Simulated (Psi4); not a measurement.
C5H9O2 (SMILES [CH2]C(C)(C)C(=O)O), doublet, at a GFN2-xTB geometry. Base run: BLYP/3-21G in Psi4.

The Psi4 input:
```
memory 2 GB

molecule {
0 2
C    -0.14725074   -1.57424884   -0.32227522
C    -0.49562174   -0.14581015   -0.38308174
C    -0.27526025    0.49487532   -1.74875836
C    -1.87333563    0.17270945    0.18811463
C     0.59990041    0.23113269    0.62417421
O     0.44461259    0.28549234    1.81990874
O     1.79485270    0.43797681    0.04123160
H    -0.56203303   -2.19821055    0.44562544
H     0.64155450   -1.96383193   -0.93702758
H    -0.35837082    1.57649780   -1.67579369
H    -1.03114639    0.13148862   -2.44101372
H     0.70753597    0.24738937   -2.13854323
H    -2.03841566    1.24727434    0.19469124
H    -2.64144344   -0.29952853   -0.41905745
H    -1.94900348   -0.19261650    1.20844066
H     2.46500752    0.59183325    0.72451441
}

set {
  basis 3-21g
  reference uks
}

energy('blyp')
print_variables()
```

Each row names what was changed in the base input (with any setting that the change needs).

```
change                 basis functions      E (Eh)  dipole (D)  core-seconds (rough)
---------------------  ---------------  ----------  ----------  --------------------
base                                81  -344.29602        1.28                    20
basis = STO-3G                      44  -341.66057        1.00                    10
basis = 6-31G                       81  -346.10195        1.44                    20
basis = def2-SV(P)                 116  -345.92329        1.46                    30
basis = pcseg-1                    143  -346.15749        1.56                    40
basis = def2-SVP                   143  -345.95119        1.50                    40
basis = 6-31G**                    150  -346.21720        1.52                    40
basis = 6-31+G*                    151  -346.22182        1.63                    60
basis = 6-311G**                   180  -346.31489        1.51                    80
basis = 6-311++G**                 217  -346.32417        1.63                    80
basis = aug-pcseg-1                242  -346.17781        1.66                   100
basis = 6-311+G(2d,p)              243  -346.33131        1.65                    90
basis = def2-TZVP                  271  -346.35889        1.62                   200
```

Totals compare only among sets that treat the same electrons; sets with core potentials leave the core out.

Open shells are given as the SCF converged; they aren't shown to be the lowest states, and a large step between rows can be another state.
